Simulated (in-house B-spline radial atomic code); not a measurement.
# How G0W0 and RPA depend on the start: Ca XIV (Ca13+)

Configuration [He] 2s2 2p3, highest spin. Computed with a B-spline radial code for spherical atoms: all electrons, scalar-relativistic (spin-free one-electron X2C), finite nucleus, each spin shell either full or empty, empty states to l = 9 with an (l + 1/2)⁻⁴ tail; G0W0 by contour deformation at full frequency.

```json
{"start": "Hartree-Fock", "mean-field 2p up (eV)": "-822.08", "G0W0 (eV)": "-820.78", "QP weight": "0.991", "RPA correlation (Eh)": "-0.37852"}
{"start": "PBE", "mean-field 2p up (eV)": "-783.52", "G0W0 (eV)": "-819.80", "QP weight": "0.980", "RPA correlation (Eh)": "-0.42759"}
{"start": "r2SCAN0", "mean-field 2p up (eV)": "-796.78", "G0W0 (eV)": "?", "QP weight": "?", "RPA correlation (Eh)": "?"}
{"start": "PBEsol", "mean-field 2p up (eV)": "-782.94", "G0W0 (eV)": "?", "QP weight": "?", "RPA correlation (Eh)": "?"}
```

What G0W0 level, weight and RPA correlation energy follow from the r2SCAN0 start?

G0W0 level -820.25 eV, weight 0.986, RPA correlation -0.40668 hartree.

What G0W0 level, weight and RPA correlation energy follow from the PBEsol start?

G0W0 level -819.88 eV, weight 0.979, RPA correlation -0.42737 hartree.

How much of the dependence on the start does G0W0 remove?

The mean-field levels span 39.1 eV and the G0W0 levels 0.975 eV. Against 817.2 ± 0.6 eV (NIST, semi-empirical) the G0W0 removal energies are off by +2.60 to +3.58 eV, with spin-orbit coupling, Breit and QED terms left out.
